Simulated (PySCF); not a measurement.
FeH2O, SMILES [FeH][OH] (connectivity only; charge and spin as stated), neutral, multiplicity 5.

Geometry optimised at B3LYP-D3(BJ)/def2-TZVP. The multiplicity is an assumed one; other spin states were not compared.

All values below come from PBE/def2-TZVPD run with PySCF.

Gas-phase values at a fixed geometry.

| Property | Value |
|---|---|
| total energy | -1339.85627 hartree |
| point group | Cs |
| α spin, highest occupied and lowest empty level | -6.58 and -1.03 eV |
| β spin, highest occupied and lowest empty level | -4.88 and -4.32 eV |
| dipole moment | 1.41 D |
| quadrupole, principal values (traceless, Buckingham form, about the centre of nuclear charge) | -6.43, 1.61, 4.82 D·Å |
| mean static polarisability | 40.6 bohr³ (6.02 Å³) |
| polarisability, principal values | 32.8, 33.6, 55.5 bohr³ |
| ⟨S²⟩ | 6.014 (pure state 6.00) |
